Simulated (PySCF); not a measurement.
Input of a run (PBE0-D3(BJ)/def2-SVP geometry optimisation, gas phase, def2 core potentials past Kr (PySCF 2.14.0)), started from GFN1-xTB:
```
{"job": {"xc": "PBE0", "basis": "def2-SVP", "d3": "d3bj", "grid": 1, "maxiter": 40, "shake": 0.03, "kind": "geom"}, "charge": 0, "multiplicity": 1}
Sn     0.585700     0.172540     0.009370
P     -0.156250    -0.005950     2.508160
H     -0.477970     0.979400     3.431760
H      0.718790    -0.809270     3.287460
H     -1.335560    -0.679790     2.530560
P     -0.078050    -0.078770    -2.530780
H      0.795650    -0.226830    -3.628400
H     -0.799680     0.944290    -2.995160
H     -0.895290    -1.136330    -2.707140
Cl     2.880560     0.083440    -0.046920
Cl    -1.970970     0.168570    -0.458970
Cl     0.514240     2.631530    -0.029380
Cl     0.249470    -2.094960     0.651630
```

Output (energies in Eh, forces in Eh/bohr):
```
step   0  E = -2739.89133224  max force = 0.041673
step   1  E = -2739.90576288  max force = 0.035897
step   2  E = -2739.91267932  max force = 0.008070
step   3  E = -2739.91624020  max force = 0.005600
step   4  E = -2739.91745362  max force = 0.004337
step   5  E = -2739.91808713  max force = 0.002191
step   6  E = -2739.91830733  max force = 0.002480
step   7  E = -2739.91843418  max force = 0.001793
step   8  E = -2739.91852929  max force = 0.001954
step   9  E = -2739.91856399  max force = 0.001158
step  10  E = -2739.91856475  max force = 0.001076
step  11  E = -2739.91855450  max force = 0.001194
step  12  E = -2739.91856351  max force = 0.000926
step  13  E = -2739.91856967  max force = 0.000660
step  14  E = -2739.91857581  max force = 0.000519
step  15  E = -2739.91858124  max force = 0.000437
optimisation converged
```

Problem. Summarise the run.

Solution. The energy falls by 17.1 kcal/mol over 16 energy and gradient evaluations, the largest force component goes from 0.0417 to 4.4e-04 Eh/bohr, and the atoms move by 0.443 Å rms after alignment. The bond that changes most is Sn1–Cl11 (ends: tin bonded to 4 Cl and 2 P; chlorine bonded to Sn), which shortens by 0.191 Å. Bonds longer at the end by more than 0.005 Å: 9 of 12; shorter: 3. Among the angles that change most is P2–Sn1–P6, from 147.5° to 173.4°. Among the dihedrals that turn most is Cl12–Sn1–P2–H4, from -128° to -117°. The energy rose by more than 1e-6 Eh at step 11. The first step brought 53 % of the lowering.

Problem. What are the final bond lengths?

Solution. Sn1–P2 2.681 Å, Sn1–P6 2.680 Å, Sn1–Cl10 2.394 Å, Sn1–Cl11 2.409 Å, Sn1–Cl12 2.396 Å, Sn1–Cl13 2.406 Å, P2–H3 1.416 Å, P2–H4 1.414 Å, P2–H5 1.414 Å, P6–H7 1.416 Å, P6–H8 1.414 Å, P6–H9 1.414 Å. Numbering counts from 1 in the input's order; the species is `[PH3]->[Sn](<-[PH3])([Cl])([Cl])([Cl])[Cl]` (trans-Sn(PH3)2Cl4).

The run used 164 basis functions and 102 SCF cycles in all. Time: 4.4 min; peak memory 0.75 GiB. Hardware: one thread, Arm Neoverse V2 (aarch64) (shared host).

PBE0-D3(BJ)/def2-SVP frequencies: not computed here.
